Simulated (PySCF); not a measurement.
C5H10O, SMILES CCOC1CC1.

Coordinates come from a r2SCAN-D4/def2-SVP optimisation. One conformer was computed; it need not be the lowest.

Level of theory: TDA-PBE/def2-SVPD in PySCF 2.14.0.

Vertical excitations. 

```csv
state,energy (eV),λ (nm),f,main pairs
S1,5.97,208,0.010,HOMO→LUMO 100 %
S2,6.35,195,0.015,HOMO→LUMO+1 99 %
S3,6.50,191,0.020,HOMO→LUMO+2 100 %
S4,6.61,188,0.016,HOMO→LUMO+3 100 %
S5,7.05,176,0.008,HOMO−1→LUMO 99 %
S6,7.29,170,0.011,HOMO→LUMO+4 99 %
T1,5.86,211,0,HOMO→LUMO 99 %
T2,6.25,199,0,HOMO→LUMO+1 98 %
```
Triplets are in the Tamm–Dancoff approximation.
